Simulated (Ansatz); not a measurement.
Reaction (substitution at a C–F bond): `C=C=C(F)Cl` + `O[SiH3]` → `C=C=C(Cl)O[SiH3]` + H–F

Isolated molecules relaxed with PBE0-D4/def2-TZVP in Ansatz; ΔE leaves out vibrations. CCSD(T)/CBS adds triple-zeta CCSD(T) − MP2 to the extrapolated MP2 energy (def2 sets, frozen cores). This one scheme is used for every species. Functionals use def2-TZVPP. B3LYP here is the variant with VWN-RPA as its local correlation; programs differ in this. HSE06 is defined as in plane-wave codes. Each species was taken in one conformer, which may not be the lowest.

`C=C=C(F)Cl`:

```xyz
7

C     1.194    0.675   -0.133
C     0.071    0.047    0.043
C    -1.051   -0.584    0.200
F    -1.624   -0.766    1.387
Cl   -1.958   -1.269   -1.078
H     2.146    0.151   -0.109
H     1.222    1.747   -0.309
```

`O[SiH3]`:

```xyz
6

O     0.836    0.971    0.025
Si   -0.360   -0.162    0.016
H     1.738    0.670   -0.088
H    -0.403   -0.906   -1.273
H    -1.626    0.582    0.210
H    -0.185   -1.156    1.111
```

`C=C=C(Cl)O[SiH3]`:

```xyz
11

C     1.517   -1.423    1.873
C     0.788   -0.985    0.891
C     0.064   -0.566   -0.106
Cl   -1.158   -1.609   -0.789
O     0.196    0.628   -0.696
Si   -1.030    1.578   -1.315
H     1.215   -1.290    2.909
H     2.458   -1.938    1.696
H    -2.149    1.666   -0.345
H    -0.386    2.895   -1.508
H    -1.514    1.045   -2.609
```

H–F:

```xyz
2

F    -0.221   -0.285    0.285
H     0.221    0.285   -0.285
```

```csv
level,ΔE (kcal/mol),difference from CCSD(T)/CBS
revPBE-D4,-4.7,0.8
B3LYP-D4,-4.0,1.5
CAM-B3LYP-D4,-3.0,2.5
r2SCAN,-2.3,3.2
PBE0,-2.5,3.0
r2SCANh,-2.6,2.9
HSE06,-2.6,2.9
BHLYP,-1.7,3.8
CAM-B3LYP,-1.3,4.2
RPA@PBE/def2-TZVPP,-4.0,1.5
HF/def2-SVP,-2.5,3.0
MP2/def2-SVP,-6.1,-0.6
CCSD/def2-TZVPP,-4.0,1.5
CCSD(T)/def2-TZVPP,-4.6,0.9
HF/def2-QZVPP,-1.1,4.4
SCS-MP2/def2-QZVPP,-5.4,0.1
CCSD(T)/CBS,-5.5,0
```

Largest T1 diagnostic among the species: 0.013.

The D4 term adds −2.9 kcal/mol with B3LYP and −1.6 kcal/mol with PBE0; it sums over pairs of atoms, weighted by their polarisabilities, and B3LYP, whose exchange is more repulsive, gets the larger term. In def2-TZVPP, CCSD(T) changes the Hartree–Fock value by −3.6 kcal/mol (the triples alone add −0.6 kcal/mol) and MP2 by −5.4 kcal/mol. From PBE to PBE0 (25 % exact exchange), in def2-TZVPP and without D4, ΔE moves by −0.8 kcal/mol.
